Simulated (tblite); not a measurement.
Record of a relaxation.

Species: C₈H₉Cl.
Atom-mapped SMILES: `[CH:1]#[C:2][CH2:3]/[CH:4]=[CH:5]\[C:6]([CH3:7])=[CH:8]/[Cl:9]` (hydrogens: H10 on C1; H11, H12 on C3; H13 on C4; H14 on C5; H15, H16, H17 on C7; H18 on C8)

Computed with GFN2-xTB (tblite), gas phase: L-BFGS steps from a force-field or distance-geometry start until the largest atomic force falls under 0.01 eV/Å. 7 of its 87 geometries are shown.

Step 0: E = -711.4355 eV, largest atomic force 0.720 eV/Å
```
atom  x, y, z in Å  |  force x, y, z in eV/Å
C1      3.315    1.057   -0.469   -0.329  -0.157   0.247
C2      2.511    0.612    0.306    0.054   0.047   0.221
C3      1.559    0.057    1.281   -0.265   0.521  -0.421
C4      0.837   -1.105    0.670   -0.182  -0.570   0.132
C5     -0.407   -1.247    0.192    0.073  -0.031  -0.168
C6     -1.481   -0.274   -0.027    0.584   0.174   0.057
C7     -1.162    1.203   -0.019   -0.330   0.230   0.305
C8     -2.736   -0.635   -0.293   -0.468  -0.042  -0.117
Cl9    -3.354   -2.241   -0.387    0.231  -0.106   0.079
H10     4.002    1.456   -1.162   -0.148  -0.095   0.132
H11     2.078   -0.284    2.172    0.367  -0.130   0.044
H12     0.862    0.833    1.626    0.158  -0.014  -0.292
H13     1.434   -2.022    0.703   -0.121   0.288  -0.130
H14    -0.651   -2.261   -0.134   -0.137   0.329   0.092
H15    -1.046    1.574    1.010    0.048  -0.181  -0.307
H16    -0.264    1.419   -0.583    0.216  -0.122   0.042
H17    -1.967    1.794   -0.465    0.000  -0.243   0.042
H18    -3.537    0.070   -0.480    0.251   0.101   0.040
```

Step 14: E = -711.5106 eV, largest atomic force 0.077 eV/Å
```
atom  x, y, z in Å  |  force x, y, z in eV/Å
C1      3.273    1.044   -0.462   -0.024  -0.015   0.008
C2      2.479    0.604    0.317    0.014   0.010   0.000
C3      1.527    0.057    1.270    0.003   0.014   0.006
C4      0.820   -1.131    0.684    0.025  -0.007  -0.046
C5     -0.410   -1.243    0.179    0.002  -0.015   0.011
C6     -1.456   -0.255   -0.021    0.005   0.001  -0.024
C7     -1.153    1.215   -0.010   -0.003   0.028   0.003
C8     -2.712   -0.627   -0.292    0.008  -0.008   0.010
Cl9    -3.260   -2.257   -0.353   -0.021  -0.010   0.008
H10     3.973    1.438   -1.138   -0.029  -0.009  -0.003
H11     2.085   -0.272    2.151    0.047  -0.031   0.035
H12     0.845    0.844    1.585   -0.069   0.011  -0.032
H13     1.435   -2.022    0.674    0.000  -0.016   0.015
H14    -0.707   -2.233   -0.144    0.025   0.002  -0.005
H15    -1.045    1.575    1.012    0.008   0.026  -0.010
H16    -0.236    1.417   -0.558    0.019   0.005   0.039
H17    -1.968    1.768   -0.472    0.007   0.029  -0.009
H18    -3.498    0.087   -0.481   -0.016  -0.016  -0.005
```

Step 29: E = -711.5160 eV, largest atomic force 0.052 eV/Å
```
atom  x, y, z in Å  |  force x, y, z in eV/Å
C1      3.235    1.038   -0.474   -0.025  -0.006   0.003
C2      2.465    0.608    0.335   -0.031  -0.008   0.002
C3      1.518    0.051    1.286   -0.017  -0.017   0.003
C4      0.832   -1.142    0.682   -0.021   0.004  -0.012
C5     -0.392   -1.242    0.162   -0.006   0.003  -0.012
C6     -1.436   -0.247   -0.032   -0.036  -0.025   0.020
C7     -1.138    1.225   -0.013    0.013  -0.018  -0.001
C8     -2.696   -0.622   -0.284   -0.018  -0.032  -0.001
Cl9    -3.247   -2.255   -0.320    0.009   0.051  -0.004
H10     3.913    1.427   -1.173   -0.006   0.002   0.014
H11     2.070   -0.270    2.176    0.014  -0.007  -0.015
H12     0.805    0.819    1.585    0.033   0.002  -0.001
H13     1.444   -2.037    0.675    0.004   0.033   0.008
H14    -0.691   -2.225   -0.181    0.027  -0.003   0.005
H15    -1.083    1.588    1.012    0.000   0.024  -0.003
H16    -0.193    1.423   -0.510    0.032   0.027  -0.006
H17    -1.927    1.779   -0.517    0.012  -0.009  -0.005
H18    -3.488    0.088   -0.467    0.016  -0.021   0.006
```

Step 43: E = -711.5191 eV, largest atomic force 0.039 eV/Å
```
atom  x, y, z in Å  |  force x, y, z in eV/Å
C1      3.179    1.038   -0.489    0.004   0.018   0.014
C2      2.429    0.616    0.343   -0.006   0.000   0.007
C3      1.506    0.043    1.309    0.011  -0.003   0.001
C4      0.832   -1.147    0.689    0.007   0.011   0.002
C5     -0.383   -1.244    0.148    0.002  -0.005   0.010
C6     -1.427   -0.247   -0.032    0.010   0.004  -0.012
C7     -1.115    1.223   -0.023    0.016   0.008  -0.005
C8     -2.689   -0.616   -0.274   -0.008   0.013   0.018
Cl9    -3.248   -2.242   -0.305   -0.007  -0.038  -0.002
H10     3.850    1.430   -1.194   -0.019   0.003  -0.002
H11     2.082   -0.285    2.181   -0.002   0.003  -0.008
H12     0.795    0.802    1.633    0.008  -0.017  -0.003
H13     1.456   -2.031    0.675   -0.020  -0.003  -0.007
H14    -0.669   -2.223   -0.218   -0.005  -0.013   0.010
H15    -1.113    1.611    0.995    0.007  -0.004   0.006
H16    -0.143    1.407   -0.472    0.009   0.012  -0.014
H17    -1.870    1.773   -0.581    0.003  -0.010  -0.005
H18    -3.480    0.098   -0.444   -0.010   0.022  -0.012
```

Step 57: E = -711.5228 eV, largest atomic force 0.060 eV/Å
```
atom  x, y, z in Å  |  force x, y, z in eV/Å
C1      3.097    1.107   -0.480   -0.021  -0.016  -0.022
C2      2.379    0.640    0.355    0.027  -0.006  -0.013
C3      1.507    0.011    1.330   -0.003   0.005   0.011
C4      0.830   -1.171    0.698   -0.016  -0.016   0.012
C5     -0.387   -1.259    0.161    0.004   0.009  -0.034
C6     -1.410   -0.243   -0.039   -0.019  -0.025   0.006
C7     -1.065    1.221   -0.064   -0.001  -0.045   0.019
C8     -2.680   -0.596   -0.271   -0.022  -0.011   0.055
Cl9    -3.259   -2.219   -0.270    0.004   0.030   0.002
H10     3.725    1.521   -1.211    0.012   0.040   0.006
H11     2.119   -0.340    2.167    0.029   0.005   0.021
H12     0.794    0.740    1.712   -0.035   0.008  -0.013
H13     1.444   -2.062    0.684   -0.009  -0.016   0.018
H14    -0.688   -2.239   -0.191    0.005   0.023  -0.017
H15    -1.086    1.636    0.944    0.002   0.002  -0.002
H16    -0.072    1.369   -0.480   -0.018   0.009  -0.022
H17    -1.790    1.768   -0.662    0.031  -0.010   0.013
H18    -3.467    0.122   -0.441    0.032   0.013  -0.039
```

Step 72: E = -711.5286 eV, largest atomic force 0.020 eV/Å
```
atom  x, y, z in Å  |  force x, y, z in eV/Å
C1      2.987    1.192   -0.480   -0.008  -0.004   0.005
C2      2.328    0.648    0.357    0.001   0.006   0.003
C3      1.511   -0.035    1.347   -0.006   0.008  -0.001
C4      0.825   -1.218    0.722   -0.003   0.007  -0.001
C5     -0.388   -1.284    0.173   -0.003  -0.006   0.000
C6     -1.387   -0.248   -0.043    0.006   0.000  -0.011
C7     -1.002    1.204   -0.106    0.002  -0.003   0.001
C8     -2.668   -0.567   -0.262    0.005  -0.002   0.012
Cl9    -3.297   -2.169   -0.205    0.000   0.008  -0.006
H10     3.571    1.681   -1.201   -0.001  -0.006   0.002
H11     2.164   -0.381    2.155   -0.009   0.005  -0.017
H12     0.791    0.671    1.764   -0.003  -0.010   0.001
H13     1.418   -2.124    0.727    0.001   0.014   0.008
H14    -0.707   -2.258   -0.178   -0.004  -0.009  -0.003
H15    -1.022    1.653    0.887    0.008  -0.009   0.008
H16    -0.003    1.317   -0.518    0.000  -0.004  -0.009
H17    -1.706    1.751   -0.728    0.003   0.010   0.001
H18    -3.425    0.173   -0.470    0.011  -0.006   0.007
```

Step 86: E = -711.5293 eV, largest atomic force 0.008 eV/Å
```
atom  x, y, z in Å  |  force x, y, z in eV/Å
C1      2.975    1.202   -0.479   -0.002  -0.001   0.004
C2      2.313    0.658    0.356    0.006  -0.006   0.000
C3      1.503   -0.033    1.345   -0.001   0.002   0.000
C4      0.823   -1.220    0.724    0.003   0.000  -0.001
C5     -0.388   -1.290    0.170    0.003  -0.001  -0.002
C6     -1.383   -0.252   -0.049   -0.002   0.001   0.008
C7     -0.990    1.198   -0.110    0.001   0.004  -0.001
C8     -2.666   -0.564   -0.260   -0.001  -0.003  -0.002
Cl9    -3.304   -2.162   -0.205    0.000  -0.003  -0.002
H10     3.561    1.692   -1.198   -0.007  -0.002  -0.001
H11     2.163   -0.377    2.149   -0.001   0.001   0.002
H12     0.780    0.664    1.769   -0.001   0.003   0.004
H13     1.417   -2.125    0.739    0.002   0.000  -0.002
H14    -0.708   -2.266   -0.176   -0.001  -0.001  -0.002
H15    -0.992    1.639    0.886    0.003   0.002   0.001
H16     0.004    1.307   -0.536    0.002  -0.002  -0.006
H17    -1.699    1.754   -0.719   -0.003   0.004   0.000
H18    -3.419    0.181   -0.464   -0.001   0.001   0.000
```

Q: Summarise the path.

A: The energy falls by 9.05 kJ/mol from step 0 to step 86; nine tenths of that is first reached at step 49. It falls at every step. The largest force goes from 0.720 to 0.008 eV/Å. Among the bonds C2–C3 changes most, from 1.471 to 1.453 Å; the atoms move by 0.227 Å rms after alignment.

Q: Follow the three bonds and two angles with the largest change from start to end.

A: 
```csv
step,E above end (kJ/mol),largest force (eV/Å),C2–C3 (Å),C4–H13 (Å),C7–H15 (Å),C3–C4–C5 (°),Cl9–C8–H18 (°)
0,9.05,0.720,1.471,1.095,1.101,132.4,109.3
4,3.29,0.268,1.454,1.083,1.086,131.4,111.3
7,2.49,0.120,1.453,1.084,1.090,131.2,112.5
11,2.02,0.087,1.453,1.082,1.088,130.9,112.7
15,1.74,0.069,1.454,1.083,1.090,130.2,112.9
19,1.57,0.033,1.453,1.083,1.089,129.8,112.5
22,1.52,0.041,1.452,1.082,1.089,129.8,112.4
26,1.39,0.049,1.454,1.084,1.090,129.4,112.6
30,1.24,0.041,1.453,1.083,1.089,129.4,112.7
34,1.12,0.036,1.453,1.083,1.090,129.5,112.8
37,1.09,0.031,1.453,1.083,1.090,129.5,112.7
41,1.02,0.036,1.453,1.083,1.090,129.5,112.6
45,0.96,0.025,1.453,1.083,1.089,129.4,112.7
49,0.90,0.034,1.453,1.082,1.090,129.5,112.8
52,0.85,0.032,1.454,1.083,1.090,129.4,112.6
56,0.69,0.066,1.453,1.083,1.089,129.3,112.4
60,0.44,0.075,1.452,1.083,1.091,129.2,113.0
64,0.24,0.043,1.454,1.082,1.089,129.0,112.8
67,0.13,0.032,1.452,1.082,1.090,128.9,112.7
71,0.07,0.039,1.453,1.083,1.090,128.7,112.8
75,0.05,0.032,1.453,1.082,1.090,128.7,112.8
79,0.02,0.029,1.453,1.082,1.090,128.7,112.8
82,0.01,0.012,1.453,1.083,1.090,128.6,112.8
86,0.00,0.008,1.453,1.082,1.090,128.6,112.8
```

What follows is the cost of the whole relaxation. The run took 1.1 s on an Intel Xeon at 2.70 GHz with one thread, no GPU, shared host with 64 logical CPUs at a one-minute load of 5.9.
